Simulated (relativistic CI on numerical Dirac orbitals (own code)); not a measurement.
# Slater and spin-orbit integrals, Pr

These numbers are calculated, not measured: Dirac-Coulomb-Breit CI, orbitals from a KLI potential per configuration, model QED, valence Slater integrals scaled by 0.85, P86 correlation energy added to each configuration (own radial code, finite nucleus).

Slater integrals F^k, G^k are unscaled and averaged over j, outside the closed core [Xe]; ζ comes from projecting the Hamiltonian with its Breit term on Σ l·s of the shell.

- 4f3 6s2: F^2(4f,4f) = 78439, F^4(4f,4f) = 48371, F^6(4f,4f) = 34574, ζ(4f) = 681.91 cm⁻¹; <r>(4f) = 1.225, <r^2>(4f) = 2.27 (bohr units).
- 4f2 6s2 5d: F^2(4f,4f) = 90596, F^4(4f,4f) = 56390, F^6(4f,4f) = 40443, ζ(4f) = 741.05, F^2(4f,5d) = 22032, F^4(4f,5d) = 10984, G^1(4f,5d) = 12373, G^3(4f,5d) = 9225.8, G^5(4f,5d) = 6848.2, ζ(5d) = 469.17 cm⁻¹; <r>(4f) = 1.054, <r^2>(4f) = 1.48, <r>(5d) = 3.036, <r^2>(5d) = 11.37 (bohr units).
- 4f2 6s 5d2: F^2(4f,4f) = 89595, F^4(4f,4f) = 55724, F^6(4f,4f) = 39954, ζ(4f) = 749.55, G^3(4f,6s) = 2170.1, F^2(5d,5d) = 30470, F^4(5d,5d) = 19464, F^2(4f,5d) = 20370, F^4(4f,5d) = 10074, G^1(4f,5d) = 11619, G^3(4f,5d) = 8525.3, G^5(4f,5d) = 6294.2, G^2(6s,5d) = 16783, ζ(5d) = 360.75 cm⁻¹; <r>(4f) = 1.067, <r^2>(4f) = 1.535, <r>(6s) = 4.508, <r^2>(6s) = 23.14, <r>(5d) = 3.217, <r^2>(5d) = 12.9 (bohr units).

Problem. Give the Racah parameters of the d shell in 4f2 6s 5d2.

Solution. B = F²/49 − 5F⁴/441 = 401 cm⁻¹ and C = 35F⁴/441 = 1545 cm⁻¹; values fitted to spectra at such low charge are typically 15 to 30 % smaller.

In this model ζ of a weakly bound d, f or g electron outside closed shells comes out too small, for d by up to a factor of two or three and at times with the wrong sign; that of an outer p electron is too small as well.

Correlation outside the listed configurations is missing or only estimated: errors of thousands of cm⁻¹ between configurations and terms are usual at this charge. Rates and lifetimes follow the computed energies and can be off by large factors. The fine structure of a lone outer electron comes out too small, for d and f at times inverted, and misplaced configurations move strength between like terms. 9 of the 9 excited levels that our extract of the measured tables holds in this range could be paired (the sources list more); they are missed by 7927 cm⁻¹ on average and 14838 at most, and levels without a partner can miss by more. Some levels of the ground configuration have no partner and can miss by 10 % or more. The computed lowest level isn't the tabulated ground level, which NIST ASD gives as 4f3 6s2 4I°9/2.

Averages of the first 7 configurations, taken without configuration mixing, which lowers the lowest level and can move excited configurations by several eV; other configurations of the list can lie among them:

```
Configuration  Parity  States  Average energy above the lowest level (eV)
      4f3 6s2     odd     364                                         3.6
   4f2 6s2 5d    even     910                                         2.4
   4f2 6s 5d2    even    8190                                         3.0
    4f3 6s 6p    even    4368                                         5.1
   4f2 6s2 6p     odd     546                                         4.3
   4f2 6s2 7p     odd     546                                         7.1
   4f2 6s2 8s    even     182                                         7.6
```
